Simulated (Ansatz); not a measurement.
One change: `N=C=[Se]` becomes `N=C=O`.

Ansatz, PBE0-D4/def2-TZVP geometries, multiplicity 1. Each molecule was computed in one conformer, which needn't be the lowest.

Scalar relativity is left out up to krypton.

```json
{"property": "ideal-gas entropy at 298 K and 1 bar (rigid rotor, harmonic PBE0-D4/def2-TZVP) / J/(mol·K)", "`N=C=[Se]`": "263"}
{"property": "size of the dipole moment (B3LYP/def2-TZVPP) / D", "`N=C=[Se]`": "2.12"}
{"property": "LUMO energy (B3LYP/def2-TZVPP) / eV", "`N=C=[Se]`": "-1.44"}
{"property": "LUMO energy (PBE/def2-TZVPP) / eV", "`N=C=[Se]`": "-2.07"}
{"property": "HOMO–LUMO gap (PBE/def2-TZVPP) / eV", "`N=C=[Se]`": "3.96"}
{"property": "HOMO energy (ωB97M-V/def2-TZVPP) / eV", "`N=C=[Se]`": "-9.14"}
```

(1) Give the same properties after the change, and the shifts. (An estimate is asked.)

## Answers

(1) Ansatz gave: 
| property | `N=C=O` | shift |
| --- | --- | --- |
| ideal-gas entropy at 298 K and 1 bar (rigid rotor, harmonic PBE0-D4/def2-TZVP) / J/(mol·K) | 238 | -25 |
| size of the dipole moment (B3LYP/def2-TZVPP) / D | 2.13 | 0.01 |
| LUMO energy (B3LYP/def2-TZVPP) / eV | -0.13 | 1.31 |
| LUMO energy (PBE/def2-TZVPP) / eV | -0.88 | 1.19 |
| HOMO–LUMO gap (PBE/def2-TZVPP) / eV | 6.49 | 2.53 |
| HOMO energy (ωB97M-V/def2-TZVPP) / eV | -11.13 | -1.99 |

With PBE0 the HOMO falls by 1.72 eV and the LUMO rises by 1.42 eV, so the gap widens by about 3.14 eV. PBE moves the HOMO by -1.33 eV and ωB97M-V by -1.99 eV. Dipoles are sizes alone; their direction can turn.

B3LYP here is the variant with VWN-RPA as its local correlation; programs differ in this.

Spin–orbit coupling is left out; it splits and shifts lone-pair levels of the heavy atoms by tenths of an eV.
